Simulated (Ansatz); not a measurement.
disulfane (H₂S₂), singlet, geometry from GFN2-xTB; MP2/cc-pVDZ (Ansatz, a program for electronic structure).

Input for Ansatz:
Ansatz 0.2 input:
```yaml
crystal:
  periodic: [false, false, false]
  atoms:
    - {symbol: S, position_ang: [-0.89880885, 0.02604772, 0.48959929]}
    - {symbol: S, position_ang: [0.89707958, 0.07839641, -0.48718121]}
    - {symbol: H, position_ang: [-1.52188329, -0.85435140, -0.30564322]}
    - {symbol: H, position_ang: [1.54955162, -0.81675470, 0.26695388]}
basis:
  gaussian:
    orbitals: cc-pVDZ
magnetization: {spin_polarized: false}
correlation: {method: mp2}
```

The log (banner, timings and long lists left out):

```
Functional definition: HF
478 factors; integrals over basis functions are off by at most 1.0e-3 eV
mean field evaluation 1: about -21665.6708 eV, gradient 1.2e1 eV
mean field evaluation 2: about -21665.6760 eV, gradient 1.2e1 eV
mean field evaluation 4: about -21666.3288 eV, gradient 1.1e0 eV
mean field evaluation 8: about -21666.3360 eV, gradient 1.2e-3 eV
mean field -21666.33602035 eV, -796.2231627779 hartree, gradient 2.1e-6 eV, S^2 0.000000; 0 other end points of the search recorded, 0 dependent functions left out
10 core orbitals not correlated
reference -21666.33602035 eV, -796.2231627779 hartree; 7, 7 occupied and 29, 29 virtual orbitals, 478 factors
second order -7.28637254 eV of doubles, -0.00000000 eV of singles
Total energy: -21673.62239289 eV, -796.4909320297 hartree
```
